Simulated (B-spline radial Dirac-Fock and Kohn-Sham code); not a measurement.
**K electron-impact ionisation of neutral atoms, Co to Cd**

These are calculated numbers from an atomic code on a B-spline grid; the model is the relativistic binary-encounter-Bethe (RBEB) model with Dirac-Fock orbital kinetic energies; direct ionisation only. It is a semi-empirical estimate, with tabulated edges as binding energies. Cross sections in barn.

```tsv
Z	element	5 keV	10 keV	20 keV	30 keV	100 keV	200 keV
27	Co	–	101	339	397	339	275
28	Ni	–	58.7	275	334	300	246
29	Cu	–	28.4	222	282	267	221
30	Zn	–	7.38	178	238	237	199
31	Ga	–	–	142	200	211	180
32	Ge	–	–	112	168	188	163
33	As	–	–	87.5	141	168	147
34	Se	–	–	67.5	118	150	133
35	Br	–	–	51.2	98.5	135	121
36	Kr	–	–	37.9	81.8	121	110
37	Rb	–	–	27.2	67.7	108	100
38	Sr	–	–	18.7	55.7	97.2	91.6
40	Zr	–	–	6.73	37.0	78.6	76.5
41	Nb	–	–	2.82	29.7	70.8	70.0
42	Mo	–	–	–	23.6	63.8	64.1
43	Tc	–	–	–	18.5	57.5	58.8
44	Ru	–	–	–	14.2	51.8	54.0
45	Rh	–	–	–	10.6	46.8	49.6
46	Pd	–	–	–	7.65	42.2	45.6
47	Ag	–	–	–	5.23	38.1	41.9
48	Cd	–	–	–	3.29	34.4	38.6
```
